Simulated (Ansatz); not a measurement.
```yaml
crystal:
  periodic: [false, false, false]
  atoms:
    - {symbol: C, position_ang: [-1.032429, 1.059440, -0.480101]}
    - {symbol: Ge, position_ang: [-0.099098, -0.645764, 0.260348]}
    - {symbol: N, position_ang: [1.170581, 0.130554, 0.803947]}
    - {symbol: O, position_ang: [0.452129, -2.156957, -0.949651]}
    - {symbol: H, position_ang: [-1.944467, 0.525651, -1.497890]}
    - {symbol: H, position_ang: [-1.475603, 1.991361, -0.045870]}
    - {symbol: H, position_ang: [-0.533001, 1.356747, -1.366029]}
    - {symbol: H, position_ang: [-1.188890, -1.232015, 1.425777]}
    - {symbol: H, position_ang: [1.437567, 1.031998, 1.423052]}
    - {symbol: H, position_ang: [1.788253, -0.434189, 1.717603]}
    - {symbol: H, position_ang: [0.926010, -1.808206, -1.399634]}
basis:
  gaussian: {orbitals: def2-mTZVP, final_grid: {core_spheres: 1, valence_spheres: 1, degree: 1}}
hamiltonian: {xc: {name: wB97M-V}}
```

```sh
$ ansatz run in.yaml --threads 4 --pin off --events-out ev --progress --plain --max-ram 10444MiB
```

Shortened log:

```
Functional definition: wB97M-V
1163 factors; their error is unknown
339 factors; integrals over basis functions are off by at most 1.2e-5 eV
mean field evaluation 1: about -61184.6914 eV, gradient 7.9e1 eV
mean field evaluation 2: about -61181.6408 eV, gradient 9.1e1 eV
mean field evaluation 4: about -61195.8688 eV, gradient 4.3e0 eV
mean field evaluation 16: about -61219.7456 eV, gradient 9.5e0 eV
mean field evaluation 32: about -61219.7190 eV, gradient 2.9e0 eV
mean field -61219.75291948 eV, -2249.7844235520 hartree, gradient 5.6e-5 eV, S^2 0.000000; 0 other end points of the search recorded, 0 dependent functions left out
reference -61219.75320038 eV, -2249.7844338749 hartree; 30, 30 occupied and 89, 89 virtual orbitals, 1163 factors
Total energy: -61219.75320038 eV, -2249.7844338749 hartree
```

(1) What is wrong with this run?

Answers

(1) The integration grid is far too coarse. The calculation finished and met its thresholds. The result belongs to that input, not to the molecule as meant.
